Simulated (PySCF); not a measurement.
Caution: the highest occupied level lies above zero, a sign of self-interaction error and of too few diffuse functions.

Delta-SCF ions had no search for a lower state. 

**C₈H₇, SMILES `c1c(cccc1)[C-]=C` (C–C–C–C torsion 92°) (charge -1, multiplicity 1)**

All values below come from PBE-D3(BJ)/def2-TZVPD // B3LYP-D3(BJ)/def2-SVPD run with PySCF.

```yaml
HOMO: 0.95 eV
vertical detachment energy (Delta-SCF): 1.40 eV
total_energy: -308.7340 Ha
cost: about 15 core-minutes (a rough figure)
```

```xyz
15

C      2.9035    -0.4567    -0.6135
C      1.8674    -0.8859     0.1169
C      0.5462    -0.3762     0.1354
C      0.1289     0.6407     1.0568
C     -1.1843     1.0935     1.1101
C     -2.1778     0.5688     0.2647
C     -1.7957    -0.4277    -0.6508
C     -0.4867    -0.8910    -0.7163
H      2.8355     0.3944    -1.3257
H      3.9017    -0.9167    -0.5620
H      0.8791     1.0599     1.7312
H     -1.4455     1.8793     1.8269
H     -3.2095     0.9223     0.3174
H     -2.5422    -0.8496    -1.3320
H     -0.2189    -1.6722    -1.4314
```
Charge -1, spin multiplicity 1.
